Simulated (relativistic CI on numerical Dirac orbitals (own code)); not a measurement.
# Fe²⁺ in a cubic cluster: L2,3 absorption with charge transfer

Computed with a charge-transfer multiplet model of a cubic metal-ligand cluster with up to 2 ligand holes, Slater and spin-orbit integrals from Dirac-Coulomb-Breit ions, Slater integrals scaled by 0.8. The ground state mixes d6 with configurations of k ligand holes L, whose averages lie at kΔ + k(k − 1)U_dd/2; a core hole lowers each added d electron by U_cd. 300 K, Lorentzian 0.4 eV and Gaussian 0.3 eV FWHM.

Atomic integrals in eV (Slater integrals scaled, ζ unscaled), ground: F2dd 8.723, F4dd 5.416, zeta_d 0.049; with the core hole: F2dd 9.374, F4dd 5.826, zeta_d 0.067, zeta_core 8.135, F2cd 5.460, G1cd 4.059, G3cd 2.306.

Cluster parameters (eV): Δ = 4.9, U_dd = 7.4, 10Dq = 0.8, 10Dq(ligand) = 0.5, V(eg) = 1.2, V(t2g) = -0.59, final-state hopping factor = 0.9.

Weights, n_d and S are thermal averages at 300 K. Photon energies count from the first peak over 30 % of the highest in each spectrum, which can be another peak from case to case. The parameters are a model scan and need not match a compound or its usual spin state. Peaks in eV (height, largest 100): 0.0 (100), 2.1 (25), 11.5 (13), 12.6 (36), 15.1 (8).

(1) Which parameters give this spectrum?
A. U_cd = 10.6 eV
B. U_cd = 7.6 eV
C. U_cd = 8.2 eV
D. U_cd = 8.8 eV
E. U_cd = 7 eV

Results:

(1) A. U_cd = 10.6 eV; the ground state then has 6.07 d electrons and S = 2.00. The choice follows from running the model for each set and comparing peak positions and heights.
